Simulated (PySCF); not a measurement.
Cost of one run: geometry optimisation, `CC1=C[C@H]2C=C[C@@H]1C2`.

Method: PBE0-D3(BJ)/def2-SVP geometry optimisation, gas phase (PySCF 2.14.0). Work: geometry optimisation from a GFN2-xTB start, density fitting. A driver script takes a list of jobs; this job's settings line and coordinates (Å) are shown.

Input:
```
{"job": {"xc": "PBE0", "basis": "def2-SVP", "d3": "d3bj", "grid": 2, "kind": "geom"}, "charge": 0, "multiplicity": 1}
C      2.378332    -0.110745     0.006871
C      0.902626    -0.267656    -0.011683
C      0.123605    -1.228698     0.469667
C     -1.319658    -0.821962     0.207922
C     -1.555982     0.415100     1.061548
C     -0.784216     1.376548     0.577406
C     -0.028317     0.791236    -0.604759
C     -1.125996    -0.135347    -1.155768
H      2.650897     0.782860     0.569425
H      2.760856     0.005545    -1.007557
H      2.852659    -0.974665     0.466346
H      0.404924    -2.122440     0.993333
H     -2.063135    -1.610263     0.284859
H     -2.208136     0.436086     1.913910
H     -0.647543     2.379493     0.935590
H      0.433591     1.503176    -1.283447
H     -2.011084     0.399174    -1.500990
H     -0.772182    -0.811123    -1.934329
```

Hardware: an Intel Xeon Platinum 8488C with one thread, no GPU (shared host). PySCF's memory limit was set to 1600 MB.

**Question.** How large is the basis?

**Answer.** 162 functions.

**Question.** What wall time should be expected on this hardware?

**Answer.** About 56 s. The run took 4 energy-and-gradient evaluations and 30 SCF cycles, 14 s an evaluation on average.

**Question.** Estimate the peak memory.

**Answer.** About 0.76 GiB. Peak memory is the resident size of the whole Python process, interpreter and libraries included.

**Question.** At this speed, how long would 500 such jobs take on 32 cores, one job a core?

**Answer.** 500/32 gives 16 rounds of 56 s, about 15 min of wall time and 7.8 core-hours, if the jobs don't slow each other.

The output:
```
step   0  E = -310.22347886  max force = 0.013151
step   1  E = -310.22615296  max force = 0.001950
step   2  E = -310.22618388  max force = 0.000347
step   3  E = -310.22618614  max force = 0.000126
optimisation converged
```

Energies in Eh; «max force» is the largest Cartesian gradient component in Eh/bohr.

Other jobs ran on the host; a repeat could differ by tens of per cent or more.

The run converged: final energy -310.22619 Eh after 3 steps; dipole 0.39 D.
